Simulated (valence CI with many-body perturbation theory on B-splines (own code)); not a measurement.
# P III: calculated level list

Calculated by configuration interaction combined with many-body perturbation theory (CI+MBPT): three valence electrons over a frozen Dirac-Fock core [Ne], a basis of 11 s, 11 p, 10 d, 8 f, 5 g, 2 h functions for each j, with the one-electron correlation potential Σ1 (screened to all orders), the two-electron term Σ2, the three-electron term Σ3, Breit, model QED; selected single and double excitations, second order for the rest, scaled by the run's own slope (own B-spline code, finite nucleus).

Against 13 measured levels this calculation errs by 78 cm⁻¹ on average and by 161 at most. These come from a selection out of Martin, Zalubas and Musgrove, J. Phys. Chem. Ref. Data 14, 751 (1985). Levels without a partner in it may be off by more.

Levels 46 to 90 of 91, with energies above the lowest level, 3s²3p ²P°_1/2. "Leading %" is the weight of the configuration and term that name the level; weights of strongly mixed levels are sums over their largest components and can fall short. In the jj column 3d3/2^4 stands for four electrons in 3d with j = 3/2. Lifetimes count E1, E2, E3, M1 and M2 decay at the calculated energies, and are blank where another channel may lead or the interval is too uncertain; long ones can be off by a factor of two.

| No. | Configuration | Term | J | E (eV) | Leading % | Lifetime | Leading jj |
| --- | --- | --- | --- | --- | --- | --- | --- |
| 46 | 3s3p4s | ²P° | 1/2 | 23.709 | 77 | 545 ps | 3s 3p1/2 4s (60 %) |
| 47 | 3s3p4s | ²P° | 3/2 | 23.754 | 78 | 530 ps | 3s 3p3/2 4s (70 %) |
| 48 | 3s²5d | ²D | 3/2 | 24.675 | 93 | 5.60 ns | 3s^2 5d3/2 (93 %) |
| 49 | 3s²5d | ²D | 5/2 | 24.675 | 93 | 5.70 ns | 3s^2 5d5/2 (93 %) |
| 50 | 3s²5f | ²F° | 7/2 | 24.873 | 69 | 565 ps | 3s^2 5f7/2 (69 %) |
| 51 | 3s²5f | ²F° | 5/2 | 24.877 | 69 | 570 ps | 3s^2 5f5/2 (69 %) |
| 52 | 3s²6s | ²S | 1/2 | 24.941 | 94 | 1.17 ns | 3s^2 6s (94 %) |
| 53 | 3s²5g | ²G | 7/2 | 25.257 | 95 | 2.82 ns | 3s^2 5g7/2 (95 %) |
| 54 | 3s²5g | ²G | 9/2 | 25.257 | 95 | 2.82 ns | 3s^2 5g9/2 (95 %) |
| 55 | 3s²6p | ²P° | 1/2 | 25.537 | 64 | 489 ps | 3s^2 6p1/2 (64 %) |
| 56 | 3s²6p | ²P° | 3/2 | 25.538 | 57 | 396 ps | 3s^2 6p3/2 (57 %) |
| 57 | 3s3p4p | ⁴D | 1/2 | 25.599 | 66 | 2.08 ns | 3s 3p1/2 4p1/2 (88 %) |
| 58 | 3s3p4p | ⁴D | 3/2 | 25.622 | 75 | 2.12 ns | 3s 3p1/2 4p1/2 (53 %) |
| 59 | 3s3p3d | ²P° | 3/2 | 25.622 | 43 | 240 ps | 3s^2 6p3/2 (36 %) |
| 60 | 3s3p3d | ²P° | 1/2 | 25.628 | 48 | 218 ps | 3s 3p3/2 3d5/2 (36 %) |
| 61 | 3s3p4p | ²P | 1/2 | 25.648 | 65 | 1.94 ns | 3s 3p3/2 4p3/2 (47 %) |
| 62 | 3s3p4p | ⁴D | 5/2 | 25.659 | 96 | 2.22 ns | 3s 3p1/2 4p3/2 (40 %) |
| 63 | 3s3p4p | ²P | 3/2 | 25.661 | 74 | 1.90 ns | 3s 3p3/2 4p3/2 (48 %) |
| 64 | 3s3p4p | ⁴D | 7/2 | 25.699 | 96 | 2.21 ns | 3s 3p3/2 4p3/2 (96 %) |
| 65 | 3s3p4p | ⁴P | 1/2 | 26.015 | 96 | 2.67 ns | 3s 3p1/2 4p1/2 (45 %) |
| 66 | 3s3p4p | ⁴P | 3/2 | 26.030 | 94 | 2.66 ns | 3s 3p1/2 4p3/2 (50 %) |
| 67 | 3s3p4p | ⁴P | 5/2 | 26.061 | 96 | 2.66 ns | 3s 3p3/2 4p3/2 (61 %) |
| 68 | 3s3p3d | ²F° | 7/2 | 26.078 | 42 | 256 ps | 3s^2 5f7/2 (24 %) |
| 69 | 3s3p3d | ²F° | 5/2 | 26.085 | 42 | 256 ps | 3s 3p3/2 3d3/2 (28 %) |
| 70 | 3s3p4p | ⁴S | 3/2 | 26.195 | 95 | 2.69 ns | 3s 3p3/2 4p3/2 (38 %) |
| 71 | 3s²6d | ²D | 3/2 | 26.354 | 49 | 4.39 ns | 3s^2 6d3/2 (49 %) |
| 72 | 3s²6d | ²D | 5/2 | 26.371 | 60 | 5.31 ns | 3s^2 6d5/2 (60 %) |
| 73 | 3s3p4p | ²D | 3/2 | 26.527 | 48 | 4.55 ns | 3s^2 6d3/2 (45 %) |
| 74 | 3s3p4p | ²D | 5/2 | 26.555 | 60 | 3.89 ns | 3s^2 6d5/2 (34 %) |
| 75 | 3s²7s | ²S | 1/2 | 26.591 | 94 | 2.04 ns | 3s^2 7s (94 %) |
| 76 | 3s²6g | ²G | 7/2 | 26.768 | 95 | 4.98 ns | 3s^2 6g7/2 (95 %) |
| 77 | 3s²6g | ²G | 9/2 | 26.768 | 95 | 4.98 ns | 3s^2 6g9/2 (95 %) |
| 78 | 3s²6h | ²H° | 11/2 | 26.781 | 95 | 7.42 ns | 3s^2 6h11/2 (95 %) |
| 79 | 3s²6h | ²H° | 9/2 | 26.781 | 95 | 7.42 ns | 3s^2 6h9/2 (95 %) |
| 80 | 3s²7p | ²P° | 1/2 | 26.931 | 91 | 2.66 ns | 3s^2 7p1/2 (91 %) |
| 81 | 3s²7p | ²P° | 3/2 | 26.934 | 91 | 2.67 ns | 3s^2 7p3/2 (91 %) |
| 82 | 3s²6f | ²F° | 7/2 | 26.953 | 72 | 409 ps | 3s^2 6f7/2 (72 %) |
| 83 | 3s²6f | ²F° | 5/2 | 26.955 | 71 | 404 ps | 3s^2 6f5/2 (71 %) |
| 84 | 3s3p4p | ²S | 1/2 | 27.136 | 94 | 1.85 ns | 3s 3p3/2 4p3/2 (55 %) |
| 85 | 3s3p3d | ²D° | 3/2 | 27.250 | 66 | 96.6 ps | 3s 3p3/2 3d3/2 (26 %) |
| 86 | 3s3p3d | ²D° | 5/2 | 27.266 | 70 | 95.9 ps | 3s 3p3/2 3d5/2 (42 %) |
| 87 | 3s3p3d | ²P° | 1/2 | 27.311 | 76 | 107 ps | 3s 3p3/2 3d3/2 (53 %) |
| 88 | 3s3p3d | ²P° | 3/2 | 27.314 | 70 | 106 ps | 3s 3p3/2 3d5/2 (40 %) |
| 89 | 3s²7d | ²D | 3/2 | 27.474 | 94 | 21.9 ns | 3s^2 7d3/2 (94 %) |
| 90 | 3s²7d | ²D | 5/2 | 27.474 | 94 | 21.8 ns | 3s^2 7d5/2 (94 %) |

Names give the largest LS component (configuration and term), which can be under half, so a name can repeat, a term be missing and a line seem to break the LS rules; names also repeat where a configuration has a term twice.

Where two levels of one J and parity lie close, their mixing, g and order are uncertain.
